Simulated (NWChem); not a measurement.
C3HFO3; SMILES C1(=CF)OC(O1)=O

Results from NWChem. Coordinates come from a PBE0/def2-SVP optimisation. Level: B3LYP/def2-SVP with SMD (1 M gas to 1 M solution), gas-phase geometry.

Task: Estimate the computed values for solvent toluene. Quantities: solvation free energy (kcal/mol); cavity-dispersion-structure term (kcal/mol); dipole in solution (D).

Result: 
```
Property                                     Value
-------------------------------------------  -----
solvation free energy (kcal/mol)              -2.7
cavity-dispersion-structure term (kcal/mol)   -0.7
dipole in solution (D)                        2.70
```
